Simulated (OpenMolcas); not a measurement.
Cu2+ (d9) in a complex was computed by CASSCF with the d shell active (OpenMolcas, ANO-RCC-VTZP on the metal). Its lowest spin-free states, and all those of the highest spin:

```tsv
2S+1	Degeneracy	E (cm-1)
2	1	0.0
2	1	8734
2	2	12833
2	1	14226
```

Task: Is the site octahedral, tetrahedral or cube-like, axial, or of lower symmetry?

Result: The states with 2S+1 = 2 have orbital degeneracies 1, 1, 2, 1. There are pairs but no triples, so the site is axial: not cubic, but with a proper or improper axis of order three or more. The run had Cu2+ with 4 ligands (fluoride) in square-planar coordination (D4h) at 1.88 Å. A charge of +0.5 e stands 3.2 Å behind each ligand. Ligand basis ANO-RCC-VDZP.

Ligand-to-metal charge-transfer states are missing. With metal d orbitals alone and no dynamic correlation the field as a rule comes out too small, by tens of per cent, by up to half for chloride and softer ligands, and the orbital part of g and χT, which goes as 1/10Dq, too large. No measured value stands beside these numbers; the geometry is a model, was not optimised and need not be the one that this ion takes.
